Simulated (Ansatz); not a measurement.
`C[SiH](C)[SiH2]Cl`. The species carries charge 0 and has multiplicity 1. Geometry: relaxed with PBE0-D4/def2-TZVP. It is one conformer, not always the lowest.

```xyz
14

C    -0.302    1.765   -0.505
Si   -0.152    0.236    0.568
C     1.640   -0.234    0.849
Si   -1.249   -1.544   -0.488
Cl   -0.308   -1.848   -2.314
H     0.233    2.605   -0.055
H    -1.347    2.058   -0.633
H     0.122    1.581   -1.495
H    -0.828    0.468    1.880
H     2.124   -0.480   -0.100
H     1.723   -1.103    1.506
H     2.188    0.593    1.307
H    -1.163   -2.825    0.261
H    -2.681   -1.272   -0.780
```

Q: What is the dipole moment at ωB97M-V/def2-TZVPP? (Estimate.)

A: Computed: 1.76 D, with components (0.37, 1.19, 1.25) D in this frame, pointing from negative to positive charge.

Q: And with PBE, r2SCAN, B3LYP? (An estimate is asked.)

A: The calculation gave: PBE 1.71 D, r2SCAN 1.75 D, B3LYP 1.75 D.

Q: Give the Mulliken charges with ωB97M-V, r2SCAN, B3LYP in def2-TZVPP. (Best estimate.)

A: The calculation gave: 
```json
{"atom": "C1", "ωB97M-V": "-0.44", "r2SCAN": "-0.30", "B3LYP": "-0.38"}
{"atom": "Si2", "ωB97M-V": "0.24", "r2SCAN": "0.30", "B3LYP": "0.31"}
{"atom": "C3", "ωB97M-V": "-0.44", "r2SCAN": "-0.30", "B3LYP": "-0.38"}
{"atom": "Si4", "ωB97M-V": "0.22", "r2SCAN": "0.34", "B3LYP": "0.32"}
{"atom": "Cl5", "ωB97M-V": "-0.24", "r2SCAN": "-0.28", "B3LYP": "-0.28"}
{"atom": "H6", "ωB97M-V": "0.12", "r2SCAN": "0.08", "B3LYP": "0.10"}
{"atom": "H7", "ωB97M-V": "0.12", "r2SCAN": "0.08", "B3LYP": "0.10"}
{"atom": "H8", "ωB97M-V": "0.13", "r2SCAN": "0.08", "B3LYP": "0.11"}
{"atom": "H9", "ωB97M-V": "-0.04", "r2SCAN": "-0.10", "B3LYP": "-0.09"}
{"atom": "H10", "ωB97M-V": "0.13", "r2SCAN": "0.08", "B3LYP": "0.11"}
{"atom": "H11", "ωB97M-V": "0.12", "r2SCAN": "0.08", "B3LYP": "0.10"}
{"atom": "H12", "ωB97M-V": "0.12", "r2SCAN": "0.08", "B3LYP": "0.10"}
{"atom": "H13", "ωB97M-V": "-0.02", "r2SCAN": "-0.07", "B3LYP": "-0.06"}
{"atom": "H14", "ωB97M-V": "-0.02", "r2SCAN": "-0.07", "B3LYP": "-0.06"}
```

B3LYP here is the variant with VWN-RPA as its local correlation; programs differ in this.
